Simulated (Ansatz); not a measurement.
B₄F₂, relaxed as a singlet with RKS PBE-D4/def2-SVP in Ansatz, starting from the GFN2-xTB geometry. Force threshold 0.02 eV/Å.

The restricted singlet is unstable towards broken spin symmetry at other levels; at PBE-D4/def2-SVP this wasn't settled. Another isomer (singlet) lies 0.85 eV lower at PBE0-D4/def2-TZVP; other spin states weren't run for this one.

Start:

```xyz
6

B     0.3909   -0.5837   -0.2319
B    -0.3746    0.5958    0.2275
B     1.1608   -1.7790   -0.6973
B    -1.1622    1.7791    0.6949
F     1.8315   -2.8110   -1.1007
F    -1.8464    2.7987    1.1076
```

```tsv
step	energy (eV)	largest force component (eV/Å)	SCF passes
1	-8121.3268	2.116	30
2	-8121.4213	0.558	28
3	-8121.4277	0.010	28
```

Force components are those of the run's own axes.

End:

```xyz
6

B     0.393   -0.592   -0.235
B    -0.384    0.600    0.232
B     1.194   -1.827   -0.717
B    -1.195    1.827    0.716
F     1.862   -2.853   -1.118
F    -1.871    2.845    1.122
```

By distances, no bond broke or formed. The bond that changes most is B1–B3, from 1.50 to 1.55 Å (atoms count from 1).

No frequencies were taken in this run, so the end may be a saddle point.

It took 2.1 s on 4 threads of Arm Neoverse V2 on a shared host.
